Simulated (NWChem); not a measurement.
System: C3H2Cl2; SMILES ClC(=C=C)Cl

Here is an NWChem input.

```
start job
memory heap 200 mb stack 900 mb global 1100 mb
geometry units angstroms noautosym nocenter noautoz
  C      0.000000     0.000000     2.648199
  C      0.000000     0.000000     1.332321
  C      0.000000     0.000000     0.014311
  Cl     0.000000     1.472458    -0.919007
  Cl     0.000000    -1.472458    -0.919007
  H     -0.941791     0.000000     3.226977
  H      0.941791     0.000000     3.226977
end
basis spherical
  * library def2-svp
end
dft
  xc b3lyp
  iterations 150
end
cosmo
  do_cosmo_smd true
  solvent toluene
end
task dft energy
```

Coordinates come from a PBE-D3(BJ)/def2-SVP optimisation. Solvent: toluene.

Level: B3LYP/def2-SVP with SMD (1 M gas to 1 M solution), gas-phase geometry.

Predict the main results of this run. (B3LYP/def2-SVP, SMD on the gas-phase geometry.) Quantities: solvation free energy (kcal/mol); cavity-dispersion-structure term (kcal/mol); dipole in solution (D).


```
Property                                     Value
-------------------------------------------  -----
solvation free energy (kcal/mol)              -3.3
cavity-dispersion-structure term (kcal/mol)   -2.2
dipole in solution (D)                        2.14
```
